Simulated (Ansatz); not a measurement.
Mulliken charges of CH$_{5}$ClOSi (`OC[SiH2]Cl`) from PBE/def2-TZVPP in Ansatz (PBE0-D4/def2-TZVP geometry).

| atom | x (Å) | y (Å) | z (Å) | charge (e) |
| --- | --- | --- | --- | --- |
| O1 | -0.201 | 1.578 | -0.712 | -0.302 |
| C2 | 0.675 | 0.527 | -0.347 | -0.083 |
| Si3 | -0.189 | -0.787 | 0.688 | 0.359 |
| Cl4 | -1.851 | -1.367 | -0.397 | -0.245 |
| H5 | -0.967 | 1.195 | -1.150 | 0.190 |
| H6 | 1.479 | 0.974 | 0.245 | 0.097 |
| H7 | 1.151 | 0.065 | -1.224 | 0.094 |
| H8 | 0.666 | -1.981 | 0.901 | -0.060 |
| H9 | -0.674 | -0.249 | 1.980 | -0.050 |

**Question.** By hand: the dipole of these point charges (1 e Å = 4.8032 D).

**Answer.** Σ q r = (0.452, -0.009, 0.125) e Å, of length 0.469 e Å = 2.25 D.

**Question.** How does the dipole of the full density compare? (An estimate is asked.)

**Answer.** Computed: (0.211, -0.123, 0.022) e Å, 1.18 D; the point charges give 1.91 times that, at 30° from its direction.

Point charges leave out the atoms' own dipoles, such as those of lone pairs, and Mulliken's split depends on the basis, so the two needn't agree.
